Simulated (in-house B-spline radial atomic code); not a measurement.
## The tellurium ion Te²⁺: [Kr] 4d10 5s2 (5p3/2)2 (an excited or competing configuration)

All numbers are computed (Dirac-Hartree-Fock, average of the jj configuration; Fermi nucleus of rms radius 4.7423 fm) with an all-electron radial atomic-structure program (B-spline basis), not measured.

Effective charges: Z_r = [3n² - l(l+1)]/(2<r>) from the radius, Z_e = n√(-2ε) from the energy, and Slater's rules. Values are occupation-weighted means over j. An effective charge above Z reflects the relativistic contraction of the inner shells.

| shell | electrons | ε (eV) | <r> (bohr) | Z_r | Z_e | Slater |
| --- | --- | --- | --- | --- | --- | --- |
| 1s | 2 | -32019 | 0.02781 | 53.95 | 48.51 | 51.70 |
| 2s | 2 | -5022.9 | 0.1193 | 50.31 | 38.43 | 47.85 |
| 2p | 6 | -4509.9 | 0.1046 | 47.80 | 36.41 | 47.85 |
| 3s | 2 | -1057.1 | 0.3202 | 42.16 | 26.44 | 40.75 |
| 3p | 6 | -885.39 | 0.3186 | 39.24 | 24.20 | 40.75 |
| 3d | 10 | -623.43 | 0.2958 | 35.49 | 20.31 | 30.85 |
| 4s | 2 | -213.16 | 0.766 | 31.33 | 15.83 | 24.25 |
| 4p | 6 | -157.22 | 0.8224 | 27.97 | 13.60 | 24.25 |
| 4d | 10 | -72.701 | 0.9641 | 21.78 | 9.25 | 12.85 |
| 5s | 2 | -37.152 | 2.015 | 18.61 | 8.26 | 7.65 |
| 5p | 2 | -26.195 | 2.39 | 15.27 | 6.94 | 7.65 |

The least bound orbital is 5p3/2 at -26.2 eV, and it is also the most diffuse (<r> = 2.39 bohr).

For the 1s electron the small component carries 3.66 % of the norm, the zero-frequency Breit interaction raises the level by 76.88 eV, self-energy by 43.87 eV, and vacuum polarisation lowers it by 5.96 eV.
